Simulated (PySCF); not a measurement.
## SbCl₄⁺, singlet: structure and spectrum

All numbers come from PySCF, PBE0, basis Sb def2-TZVP with ECP28, Cl def2-TZVP (scalar-relativistic core potentials, no spin–orbit coupling, density fitting).

The structure is a minimum.

Z-matrix (Å, degrees; charge 1 multiplicity 1):
```
Sb
Cl 1 2.2362
Cl 1 2.2362 2 109.47
Cl 1 2.2362 2 109.47 3 120.00
Cl 1 2.2362 2 109.47 3 -120.00
```

```json
{
 "Point group": "Td",
 "Bond lengths": "Sb–Cl 2.236 Å (×4)",
 "Bond angles": "Cl–Sb–Cl 109.5° (×6)",
 "Enthalpy at 298.15 K above 0 K": "21.82 kJ/mol",
 "Entropy at 298.15 K and 1 bar": "360.1 J/(mol K)",
 "Heat capacity Cp at 298.15 K": "96.8 J/(mol K)",
 "Rotational symmetry number": "12",
 "Principal polarisabilities": "80.7, 80.7, 80.7 bohr³",
 "Rotational constants": "0.03615, 0.03615, 0.03615 cm⁻¹",
 "Highest occupied level": "-15.14 eV",
 "Dipole moment about the centre of mass": "0.00 D",
 "Principal quadrupole moments (Buckingham, traceless) about the centre of mass": "0.00, 0.00, 0.00 D Å",
 "Lowest empty level": "-9.37 eV",
 "Zero-point energy": "14.2 kJ/mol"
}
```

Harmonic modes (masses in u: Sb 120.904, Cl 34.969):
```
symmetry  ω (cm⁻¹)  IR (km/mol, summed over degenerate members)     type
       e       107                                          0.0     bend
      t2       138                                         18.8     bend
      a1       399                                          0.0  stretch
      t2       451                                          135  stretch
```

In Td the vibrations span e + 2t2 + a1. The a1, e modes carry no infrared intensity, as symmetry demands.

Charges (e):
```tsv
atom	Mulliken	Löwdin	polar tensor	Mayer order to Sb1
Sb1	1.23	-0.03	2.17	–
Cl2,3,4,5	-0.06	0.26	-0.29	1.19
```

Mulliken populations on Sb1 (electrons outside its core potential): s 3.27, p 7.79, d 10.57, f 0.14.

Outer orbital energies (eV). occupied: -15.72, -15.72, -15.55, -15.55, -15.55, -15.14, -15.14, -15.14; empty: -9.37, -6.25, -6.25, -6.25.

Counting electrons, antimony keeps none of its valence electrons outside its bonds, so the VSEPR class is AX4 and the expected shape is tetrahedral (Td), as computed.

Only a few start shapes were tried, so a lower isomer may exist.

The final relaxation and frequency run took 95 s on 4 threads of a shared Arm Neoverse V1 host, with 198 basis functions and 6 gradients; the process peaked at 2.2 GiB.
